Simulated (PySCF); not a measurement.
**From computed data to an observable: chemical shift, span and skew from a shielding tensor**

1-bromo-1-chlorocyclopropane (C3H4BrCl), SMILES C1C(Cl)(Br)C1. Atoms are numbered in the order given.

```xyz
9

Cl     1.2074     1.5694     0.0000
C     -0.2464     0.5579     0.0000
Br     0.1467    -1.3424     0.0000
C     -1.4482     1.0339     0.7616
C     -1.4482     1.0339    -0.7616
H     -2.0509     0.2761     1.2850
H     -1.3510     1.9980     1.2843
H     -2.0509     0.2761    -1.2850
H     -1.3510     1.9980    -1.2843
```
Charge 0, spin multiplicity 1.

Geometry optimised at PBE-D3(BJ)/def2-SVP.

GIAO shieldings from PySCF with PBE/pcSseg-1, non-relativistic, no solvent. The symmetric part of the tensor of C4 has the principal values 98.7, 166.9, 186.9 ppm. The same nucleus in TMS has σ = 182.0 ppm at this level (PySCF, at its B3LYP-D3(BJ)/def2-TZVP geometry). Without spin–orbit terms, shifts of atoms bonded to Cl or Br come out too high.

**Question.** Work out the isotropic shielding, the ¹³C shift against TMS, the span and the skew.

**Answer.** 
σ(iso) = (σ11 + σ22 + σ33)/3 = 150.8 ppm. δ = σ(ref) − σ(iso) = 182.0 − (150.8) = 31.2 ppm.
Span Ω = σ33 − σ11 = 88.2 ppm. Skew κ = 3(σ(iso) − σ22)/Ω = -0.55. Tumbling in solution averages the tensor to δ; in a static solid the shielding alone would spread this spin-1/2 line over Ω.
